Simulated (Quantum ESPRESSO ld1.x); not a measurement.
Results of a calculation; reference values are marked as such.
Task: Radial electron density D(r) = 4 pi r^2 rho(r) of an atom or ion with 17 electrons. Level of theory: scalar-relativistic Kohn-Sham, LDA (Slater exchange, Perdew-Wang correlation), spin-polarised, spherical densities, point nucleus (ld1.x of Quantum ESPRESSO 7.5).

r (bohr),D(r) (e/bohr),spin D(r)
0.006297,2.155,-0.0000153
0.008199,3.367,-0.00000874
0.01068,5.143,0.0000281
0.0139,7.625,0.000154
0.0181,10.88,0.000522
0.02357,14.77,0.00150
0.03069,18.81,0.00395
0.03997,22.09,0.00970
0.05204,23.49,0.0222
0.06776,22.36,0.0471
0.08824,19.45,0.0910
0.1149,17.18,0.156
0.1496,18.14,0.227
0.1948,22.00,0.262
0.2537,24.50,0.208
0.3303,21.26,0.0727
0.4301,13.37,-0.00228
0.56,7.070,0.187
0.7293,6.074,0.634
0.9496,7.167,0.974
1.236,6.013,0.859
1.61,3.051,0.446
2.096,0.8766,0.129
2.73,0.1283,0.0183
3.555,0.008149,0.00108
4.629,0.0001808,0.0000205

What is the nuclear charge?

Result: Z = 20. The innermost maximum, from 1s, lies near gamma/Z bohr with gamma = sqrt(1 - (Z/c)^2) = 0.989, here 0.0495 bohr (found: 0.0529), and its height grows with Z. The density is that of the calcium ion Ca3+ in [Ne] 3s2 3p5; the configuration itself is not fixed sharply by these data, and Z only to about a unit. D(r) has 3 maxima, at r = 0.0529, 0.254, 0.980 bohr, and minima at 0.122, 0.673 bohr, inside which lie 2.14, 10.40 electrons.
